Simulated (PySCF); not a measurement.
C3H11NSi2.
SMILES: `CN[SiH2]/C=C/[SiH3]`

The closed-shell SCF was solved with PySCF and density fitting under several settings on one GFN2-xTB geometry (grid level 2 and gas phase unless stated).

```
                                                              settings  basis functions  SCF cycles     E (Eh)  HOMO (eV)  LUMO (eV)  dipole (D)
                                                         PBE0/pcSseg-1              171          13  -754.1540      -6.73      -0.77        1.14
                                                   CAM-B3LYP/def2-SVPD              216          12  -754.2701      -8.17       0.31        1.04
                                     PBE0/aug-cc-pVDZ, start guess sap              245          16  -754.2065      -6.73      -0.84        1.02
revPBE/pcSseg-1, damping 0.3 at the start, DIIS from the seventh cycle              171          17  -754.4391      -5.31      -1.65        1.15
```

Q: Estimate the row for these settings: KT3/3-21G.

A: 
```json
{"settings": "KT3/3-21G", "basis functions": "84", "SCF cycles": "15", "E (Eh)": "-757.9410", "HOMO (eV)": "-4.90", "LUMO (eV)": "-1.16", "dipole (D)": "1.13"}
```

Q: Over all rows, what range does the HOMO–LUMO gap span?

A: From 3.66 eV (revPBE/pcSseg-1, damping 0.3 at the start, DIIS from the seventh cycle) to 8.48 eV (CAM-B3LYP/def2-SVPD). The functional of the narrowest has no exact exchange, that of the widest range-separated exact exchange.

Q: And the dipole moment?

A: From 1.02 D (PBE0/aug-cc-pVDZ, start guess sap) to 1.15 D (revPBE/pcSseg-1, damping 0.3 at the start, DIIS from the seventh cycle); the largest is 1.13 times the smallest, and the median is 1.13 D.

Q: Compare two rows with the functional PBE0: PBE0/aug-cc-pVDZ, start guess sap and PBE0/pcSseg-1. Which energy is lower, and by how much?

A: PBE0/aug-cc-pVDZ, start guess sap (245 functions) lies 0.0525 Eh or 33 kcal/mol below PBE0/pcSseg-1 (171 functions).

Cycle counts include a coarse-grid stage where the run had one. KT3 was designed for NMR shieldings or shifts; total energies of different functionals aren't comparable.

The values belong to the conformer `[CH3:1][NH:2][SiH2:3]/[CH:4]=[CH:5]/[SiH3:6]`: C1–N2–Si3–C4 175°, N2–Si3–C4–C5 -22°.
